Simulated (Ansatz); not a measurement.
One change: `F[CH2][InH][F]` becomes `C[CH2][InH][F]`.

Ansatz, PBE0-D4/def2-TZVP geometries, multiplicity 1. Each molecule was computed in one conformer, which needn't be the lowest.

Elements past krypton have def2 core potentials.

```tsv
property	`F[CH2][InH][F]`
LUMO energy (PBE/def2-TZVPP) / eV	-2.37
LUMO energy (PBE0/def2-TZVPP) / eV	-1.67
HOMO energy (ωB97M-V/def2-TZVPP) / eV	-10.21
HOMO energy (B3LYP/def2-TZVPP) / eV	-7.82
ideal-gas entropy at 298 K and 1 bar (rigid rotor, harmonic PBE0-D4/def2-TZVP) / J/(mol·K)	342
size of the dipole moment (ωB97M-V/def2-TZVPP) / D	1.68
```

Problem. What does the change do to each property? (Estimate.)

Solution. The calculation gave: 
```tsv
property	`C[CH2][InH][F]`	shift
LUMO energy (PBE/def2-TZVPP) / eV	-2.11	0.26
LUMO energy (PBE0/def2-TZVPP) / eV	-1.40	0.27
HOMO energy (ωB97M-V/def2-TZVPP) / eV	-9.85	0.36
HOMO energy (B3LYP/def2-TZVPP) / eV	-7.52	0.30
ideal-gas entropy at 298 K and 1 bar (rigid rotor, harmonic PBE0-D4/def2-TZVP) / J/(mol·K)	357	15
size of the dipole moment (ωB97M-V/def2-TZVPP) / D	3.48	1.80
```

The zero-point energy changes by 93.5 kJ/mol with +9 modes. Dipoles are sizes alone; their direction can turn. Modes under 60 cm⁻¹, often nearly free rotors, make the harmonic entropy too high.

B3LYP here is the variant with VWN-RPA as its local correlation; programs differ in this.
